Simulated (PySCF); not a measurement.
Geometry (Å), atoms numbered from 1 in this order:
```xyz
13

C     2.5768    0.3512    0.1965
O     1.5941   -0.2741   -0.5849
C     0.3138   -0.0727   -0.2582
C    -0.7672   -0.5872   -0.9276
C    -1.9982   -0.1938   -0.3317
C    -1.8427    0.6031    0.7683
S    -0.1758    0.8968    1.1071
H     2.4649    1.4502    0.1786
H     2.5349    0.0067    1.2456
H     3.5492    0.0809   -0.2329
H    -0.6616   -1.2183   -1.8091
H    -2.9756   -0.4952   -0.7112
H    -2.6066    1.0422    1.4069
```

Geometry: PBE0-D3(BJ)/def2-SVP; GIAO absolute shieldings from PySCF, gas phase, non-relativistic, averaged over equivalent atoms.

At mPW1PW91/pcSseg-1 (156 basis functions, 15 s wall time on 1 thread of an Arm Neoverse V1, shared host):
```
    atoms  σ (ppm)
       C3      9.7
       C5     52.1
       C6     68.3
       C4     76.2
       C1    125.1
       O2    229.9
       S7    325.4
      H12    24.44
      H11    24.96
      H13    25.05
H8/H9/H10    27.62
```

Predict the values at PBE0/def2-TZVP on the same geometry.

## Answers


| atoms | σ at PBE0/def2-TZVP | change |
| --- | --- | --- |
| C3 | 12.0 | +2.3 |
| C5 | 55.9 | +3.8 |
| C6 | 73.2 | +4.9 |
| C4 | 80.1 | +3.9 |
| C1 | 128.3 | +3.2 |
| O2 | 231.9 | +2.0 |
| S7 | 293.8 | -31.6 |
| H12 | 24.49 | +0.05 |
| H11 | 25.15 | +0.19 |
| H13 | 25.00 | -0.05 |
| H8/H9/H10 | 27.74 | +0.12 |

The largest change is at S7 (aromatic ring sulfur). Cost: 259 basis functions, 22 s wall time on 1 thread of an x86-64 server CPU, shared host. The order of the carbon signals is the same at both levels.
